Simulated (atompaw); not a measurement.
beryllium (Be) PAW (atompaw): all-electron and pseudo phase curves

Be (Z = 4), PAW, made with atompaw 4.2.0.5 (PBE, scalar-relativistic). Core [He], reference 2s2 2p0. Waves: 2s (bound): rc 2.25 bohr; 2s channel at 3.55 Ry: rc 2.25 bohr; 2p (bound, empty): rc 3.00 bohr; 2p channel at 2.15 Ry: rc 3.00 bohr; 3d channel at 0.3 Ry: rc 3.00 bohr. Local part: bessel scheme, radius 2.70 bohr. Core correction: smooth core density matched at 2.40 bohr. Augmentation charge: besselshape compensation charge, radius 2.40 bohr; PAW radius 3.00 bohr; waves and projectors: custom rrkj gramschmidtortho.

The phase is arctan(r·u′/u) with u = r·R(r), unwrapped; energies in Ry, scanned from -2 to 5 Ry. A pole is an energy at which the radial function vanishes at the test radius. The pseudo phase is shifted by a multiple of π to meet the all-electron one at the reference energy, and phase errors are pseudo minus all-electron; the curves can meet again beyond the range given. Levels narrower than the energy grid can be missing from the lists of poles.

| channel | radius (bohr) | reference energy (Ry) | poles, all-electron | poles, pseudo | unbroken range about the reference energy with phases within 0.05 rad | phase error 1 Ry above the reference energy (rad) |
| --- | --- | --- | --- | --- | --- | --- |
| s | 3.01 | -0.41 | 0.21, 4.60 | 0.21, 4.61 | the whole range | +0.001 |
| p | 3.01 | -0.15 | 0.48, 4.02 | 0.50, 4.43 | below 4.6 | +0.012 |
| d | 3.01 | 0.30 | 2.41 | 2.51 | below 3.4 | +0.013 |

Phases in the p channel:

```
E (Ry)  all-electron  pseudo
 -2.00         1.316   1.322
 -1.76         1.296   1.302
 -1.52         1.269   1.276
 -1.28         1.233   1.240
 -1.04         1.179   1.187
 -0.80         1.090   1.098
 -0.56         0.911   0.919
 -0.32         0.404   0.409
 -0.08        -0.760  -0.759
  0.16        -1.325  -1.319
  0.40        -1.529  -1.521
  0.64        -1.643  -1.633
  0.88        -1.732  -1.720
  1.12        -1.824  -1.810
  1.36        -1.947  -1.932
  1.60        -2.161  -2.143
  1.84        -2.643  -2.628
  2.08        -3.542  -3.541
  2.32        -4.121  -4.119
  2.56        -4.364  -4.356
  2.80        -4.486  -4.475
  3.04        -4.561  -4.546
  3.28        -4.612  -4.594
  3.52        -4.651  -4.629
  3.76        -4.683  -4.657
  4.00        -4.710  -4.680
  4.24        -4.735  -4.699
  4.48        -4.759  -4.716
  4.72        -4.784  -4.731
  4.96        -4.810  -4.746
```
